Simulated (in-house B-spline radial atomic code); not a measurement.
Ar III (Ar2+) is squeezed into an impenetrable sphere of radius R (the orbitals vanish at R). All numbers are computed (scalar-relativistic (X2C) Hartree-Fock, spin-polarised, averaged over the determinants with the given up and down occupations; Fermi nucleus of rms radius 3.4274 fm) with a radial B-spline atomic code at the basis-set limit, not measured.

Energies in eV above the free ion in [Ne] 3s2 3p4:

```tsv
R (bohr)	highest level (eV)	[Ne] 3s2 3p4	[Ne] 3s1 3p5	[Ne] 3s1 3p4 3d1
7.54	-40	1.877e-05	17.2	32.09
6.6	-40	0.0003124	17.2	32.1
5.41	-40	0.01026	17.22	32.16
3.96	-39.5	0.5947	17.93	33.35
3.73	-39.2	1.103	18.52	34.13
2.89	-35.3	9.937	28.26	45.02
2.46	-28.6	29.88	49.42	66.93
2.11	-16.7	73.32	94.52	112.1
1.88	-2.03	133.6	156.2	172.6
1.44	64.2	446.4	470.7	473.9
```

**Question.** Does [Ne] 3s1 3p5 fall below [Ne] 3s2 3p4 under compression?

**Answer.** No, it stays above over the whole range.

**Question.** Does [Ne] 3s1 3p4 3d1 fall below [Ne] 3s2 3p4 under compression?

**Answer.** No, it stays above over the whole range.

The highest level is first positive in the row R = 1.44 bohr, pushed up by confinement above the zero of the free ion's potential. Each configuration is held fixed and needn't be the lowest in the sphere.
